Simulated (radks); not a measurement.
Results of a calculation; reference values are marked as such.
All-electron atom: Re12+ in [Kr] 4d10 4f(5/2: 5, 7/2: 8) 5s2 5p(1/2: 2, 3/2: 0). Code: a radial shooting solver on a logarithmic mesh with Libxc functionals. Model: Dirac Kohn-Sham, PBE, spin-unpolarised, spherical densities, finite nucleus; Fermi nuclear charge, rms radius 5.3698 fm.

Radial electron density D(r) = 4 pi r^2 rho(r):

r (bohr)   D(r) (e/bohr)
0.0008769          6.821
0.001151           10.34
0.001499           15.27
0.001967           22.45
0.002582           32.28
0.003389           45.09
0.004413           60.16
0.005793           77.21
0.007604           93.15
0.009981           104.1
0.0131             106.7
0.01706            101.4
0.02239            94.82
0.02939            98.72
0.03858            117.4
0.05023            135.6
0.06593            131.9
0.08654            111.3
0.1136             110.3
0.1491             126.1
0.1942             109.1
0.2548             71.28
0.3345             70.30
0.4391             76.18
0.5717             52.22
0.7504             25.12
0.985              11.14
1.293              3.562
1.697             0.5238
2.21             0.02785
2.9            0.0003185

D(r) has 4 maxima, at r = 0.0123, 0.0557, 0.154, 0.409 bohr, and minima at 0.0241, 0.0999, 0.290 bohr, inside which lie 2.03, 11.10, 29.95 electrons.
